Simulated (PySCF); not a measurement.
Si(F)2(SiH3)2 (F2H6Si3), SMILES F[Si](F)([SiH3])[SiH3]. Atoms are numbered in the order given.

```xyz
11

F      0.0000     1.3058    -1.3669
Si     0.0000     0.0000    -0.3916
F      0.0000    -1.3058    -1.3669
Si     1.9833     0.0000     0.8366
Si    -1.9833     0.0000     0.8366
H      2.0124    -1.2147     1.7026
H      2.0124     1.2147     1.7026
H      3.1633     0.0000    -0.0736
H     -3.1633     0.0000    -0.0736
H     -2.0124    -1.2147     1.7026
H     -2.0124     1.2147     1.7026
```
Charge 0, spin multiplicity 1.

The structure is a stationary point at ωB97X-D3(BJ)/def2-SVP.

The numbers are results of PBE/def2-TZVP in PySCF, not measurements.

Computed frontier levels, gap, dipole moment and polarisability:
| Quantity | Value |
|---|---|
| highest occupied level | -6.80 eV |
| lowest empty level | -1.84 eV |
| orbital gap | 4.96 eV |
| dipole moment | 1.64 D |
| quadrupole, principal values (traceless, Buckingham form, about the centre of nuclear charge) | -2.18, -2.17, 4.35 D·Å |
| mean static polarisability | 87.4 bohr³ (12.96 Å³) |
| polarisability, principal values | 73.0, 78.7, 110.6 bohr³ |
